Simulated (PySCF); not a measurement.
Computed IR spectrum (relative IR intensity) of a molecule C2H5FOSi2. Geometry: PBE-D3(BJ)/def2-SVP. The values are those of a single conformer. All values below come from PBE-D3(BJ)/def2-SVP (PySCF). Frequencies are harmonic and unscaled.

Lines under 2 % of the strongest are left out, and lines within 2 cm⁻¹ are merged.

ν (cm⁻¹): 119 (vw), 155 (vw), 343 (vw), 379 (vw), 441 (w), 501 (vw), 527 (w), 571 (w), 607 (m), 662 (m), 672 (w), 744 (m), 784 (w), 856 (vs), 885 (m), 941 (m), 1011 (m), 1054 (vw), 1312 (w), 1762 (vs), 2158 (s), 2169 (m), 2189 (m) (against the strongest line: vs over 80 %, s over 45 %, m over 15 %, w over 4 %, vw less)

Task: Which structure fits?
(A) O=C1C[SiH2][Si@@H]1F
(B) O[Si@H]1C=C[Si@H]1F
(C) F[Si@H]1OC=C1[SiH3]
(D) F[SiH2][Si@@H]1C=CO1

Result: A, O=C1C[SiH2][Si@@H]1F
